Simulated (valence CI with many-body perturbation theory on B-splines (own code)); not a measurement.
## Ru XII: E2, E3, M1, M2 decay

Calculated by valence CI with perturbative core correlation (CI+MBPT): five valence electrons over a frozen Dirac-Fock core [Ar] 3d10, a basis of 9 s, 9 p, 8 d, 6 f, 3 g, 1 h functions for each j, with the one-electron correlation potential Σ1, the two-electron term Σ2, the three-electron term Σ3, Breit, model QED; selected CI, second order for the rest, scaled by the run's own slope (own B-spline code, finite nucleus).

No measured spectrum was set against this ion. As an estimate, levels hold to about 250 cm⁻¹ or 0.2 % of their energy and the worst to 1 %, as in measured heavy ions of charge 2 to 7; those with d or f electrons hold less well. Among the levels kept, up to 630 cm⁻¹ of a level comes from second order outside the variational space, and about a tenth of that is noise between levels of different J, which matters for small intervals.

Lines 1 to 21 of 21 in falling wavelength, among levels below 659180 cm⁻¹, chosen from the decays that carry over 1 % of a level's rate. Wavelengths and rates use the calculated energies, so an error of 800 cm⁻¹ moves a line at 503.7 nm by 4 % and its rate by three times that or more. Electric multipoles are in the length gauge, E1 and E2 with the static RPA response of the core. S is in atomic units (e²a₀⁴ for E2 and M2, e²a₀⁶ for E3), for M1 in squared Bohr magnetons. Weak lines are less certain than strong ones. Lines between different terms over intervals too small for the method are left out, as are lines whose strength nearly cancels.

Names give the largest LS component (configuration and term), which can be under half, so a name can repeat, a term be missing and a line seem to break the LS rules; names also repeat where a configuration has a term twice. Letters in brackets count levels of one name in rising energy.

| λ vac (nm) | Upper | Lower | Type | A (s⁻¹) | S (a.u.) |
| --- | --- | --- | --- | --- | --- |
| 852.1 | 4s2 4p3 2D°_5/2 | 4s2 4p3 2D°_3/2 | M1 | 1.21e+01 | 1.67e+00 |
| 818.9 | 4s2 4p2 4d 4F_9/2 | 4s2 4p2 4d 4F_7/2 | M1 | 3.76e+01 | 7.66e+00 |
| 503.7 | 4s2 4p2 4d 2G_9/2 | 4s2 4p2 4d 4D_7/2 | M1 | 4.37e+01 | 2.07e+00 |
| 428.7 | 4s2 4p3 2P°_3/2 | 4s2 4p3 2P°_1/2 | M1 | 7.93e+01 | 9.27e-01 |
| 309.1 | 4s2 4p3 2D°_3/2 | 4s2 4p3 4S°_3/2 | M1 | 4.39e+02 | 1.92e+00 |
| 295.0 | 4s2 4p3 2P°_1/2 | 4s2 4p3 2D°_3/2 | M1 | 9.20e+01 | 1.75e-01 |
| 226.8 | 4s2 4p3 2D°_5/2 | 4s2 4p3 4S°_3/2 | M1 | 6.09e+01 | 1.58e-01 |
| 226.8 | 4s2 4p3 2D°_5/2 | 4s2 4p3 4S°_3/2 | E2 | 1.90e+00 | 6.11e-01 |
| 223.7 | 4s2 4p2 4d 2G_9/2 | 4s2 4p2 4d 4F_9/2 | M1 | 4.32e+02 | 1.79e+00 |
| 219.9 | 4s2 4p3 2P°_3/2 | 4s2 4p3 2D°_5/2 | M1 | 3.69e+02 | 5.81e-01 |
| 198.8 | 4s2 4p2 4d 2G_9/2 | 4s2 4p2 4d 2F_7/2 [a] | M1 | 1.24e+01 | 3.62e-02 |
| 175.7 | 4s2 4p2 4d 2G_9/2 | 4s2 4p2 4d 4F_7/2 | M1 | 3.98e+02 | 8.00e-01 |
| 174.8 | 4s2 4p3 2P°_3/2 | 4s2 4p3 2D°_3/2 | M1 | 1.60e+03 | 1.26e+00 |
| 151.0 | 4s2 4p3 2P°_1/2 | 4s2 4p3 4S°_3/2 | M1 | 9.24e+02 | 2.36e-01 |
| 111.6 | 4s2 4p3 2P°_3/2 | 4s2 4p3 4S°_3/2 | M1 | 4.88e+02 | 1.01e-01 |
| 87.51 | 4s2 4p2 4d 4F_9/2 | 4s 4p4 2D_5/2 | E2 | 6.66e+00 | 3.05e-02 |
| 62.90 | 4s2 4p2 4d 2G_9/2 | 4s 4p4 2D_5/2 | E2 | 4.34e+01 | 3.82e-02 |
| 54.63 | 4s2 4p2 4d 4F_9/2 | 4s 4p4 4P_5/2 | E2 | 1.04e+02 | 4.54e-02 |
| 43.91 | 4s2 4p2 4d 2G_9/2 | 4s 4p4 4P_5/2 | E2 | 1.46e+02 | 2.13e-02 |
| 24.84 | 4s2 4p2 4d 4F_9/2 | 4s2 4p3 2D°_5/2 | M2 | 1.01e+02 | 8.52e-04 |
| 22.39 | 4s2 4p2 4d 4F_9/2 | 4s2 4p3 4S°_3/2 | E3 | 4.23e+00 | 3.79e+00 |
